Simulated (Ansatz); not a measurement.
Basis sets compared for Li7Al. The state is a singlet with charge 0. Geometry PBE0-D4/def2-TZVP. Ansatz on 4 threads of Arm Neoverse V2 on a shared host; times are rough, and most runs start from earlier orbitals.

```xyz
8

Al   -0.9755   -0.1445    0.4123
Li    1.6411    0.0439   -0.2916
Li   -2.4079   -0.8934    2.4775
Li    1.6950    1.2473   -3.2603
Li    0.3809    0.7806    2.3946
Li    0.2788   -2.2373    1.2314
Li   -0.2545    2.0086   -0.9081
Li   -0.3578   -0.8052   -2.0558
```

The restricted singlet is unstable towards broken spin symmetry in Hartree–Fock (as tested in another run); at PBE-D4/def2-SVP, PBE-D4/def2-TZVP, PBE-D4/def2-TZVPD, r2SCAN-D4/def2-TZVP and others this wasn't settled. The structure comes from a short search, and lower isomers may exist.

Binding counts from free atoms (Al doublet, Li doublet) in the same basis, without a counterpoise term.

```
                            level  functions  energy (Eh)  HOMO (eV)  LUMO (eV)  binding per atom (eV)  wall time
                  PBE-D4/def2-SVP         81    -294.6778      -2.92      -1.83                   1.22     0.95 s
                 PBE-D4/def2-TZVP        135    -294.8071      -2.97      -1.85                   1.18      1.1 s
r2SCAN-D4/def2-TZVP (with forces)        135    -295.0260      -2.95      -1.67                   1.15      2.7 s
                 PBE0-D4/def2-SVP         81    -294.7255      -3.37      -1.34                   1.17      1.4 s
                PBE0-D4/def2-TZVP        135    -294.8528      -3.43      -1.36                   1.14      1.1 s
```

(1) Estimate the rows for PBE-D4/def2-TZVPD, r2SCAN-D4/def2-TZVPD, PBE0-D4/def2-TZVPD.

## Answers

(1) 
```csv
level,functions,energy (Eh),HOMO (eV),LUMO (eV),binding per atom (eV),wall time
PBE-D4/def2-TZVPD,162,-294.8083,-2.97,-1.88,1.18,1.8 s
r2SCAN-D4/def2-TZVPD,162,-295.0273,-2.94,-1.70,1.16,3.1 s
PBE0-D4/def2-TZVPD,162,-294.8540,-3.42,-1.40,1.14,1.9 s
```
